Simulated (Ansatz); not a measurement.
F4Si, singlet, geometry from GFN2-xTB; MP2/STO-3G (Ansatz, an electronic-structure program).

The Ansatz input:
Ansatz 0.2 input:
```yaml
crystal:
  periodic: [false, false, false]
  atoms:
    - {symbol: Si, position_ang: [0.00000000, -0.00000000, 0.00000000]}
    - {symbol: F, position_ang: [0.88552320, 0.90402113, 0.92229500]}
    - {symbol: F, position_ang: [-0.91389002, -0.91243756, 0.88560507]}
    - {symbol: F, position_ang: [-0.89400971, 0.90408216, -0.91401078]}
    - {symbol: F, position_ang: [0.92237653, -0.89566573, -0.89388928]}
basis:
  gaussian:
    orbitals: STO-3G
magnetization: {spin_polarized: false}
correlation: {method: mp2}
```

### Question
Write the output that Ansatz gives for this input, abridged.

### Answer

```
Functional definition: HF
381 factors; integrals over basis functions are off by at most 1.7e-5 eV
mean field evaluation 1: about -18441.5353 eV, gradient 3.0e1 eV
mean field evaluation 2: about -18441.6006 eV, gradient 3.0e1 eV
mean field evaluation 4: about -18445.1188 eV, gradient 1.3e0 eV
mean field evaluation 8: about -18445.1277 eV, gradient 1.9e-6 eV
mean field -18445.12772064 eV, -677.8459411769 hartree, gradient 4.2e-7 eV, S^2 0.000000; 0 other end points of the search recorded, 0 dependent functions left out
9 core orbitals not correlated
reference -18445.12772064 eV, -677.8459411769 hartree; 16, 16 occupied and 4, 4 virtual orbitals, 381 factors
second order -2.33959058 eV of doubles, -0.00000000 eV of singles
Total energy: -18447.46731122 eV, -677.9319195449 hartree
```
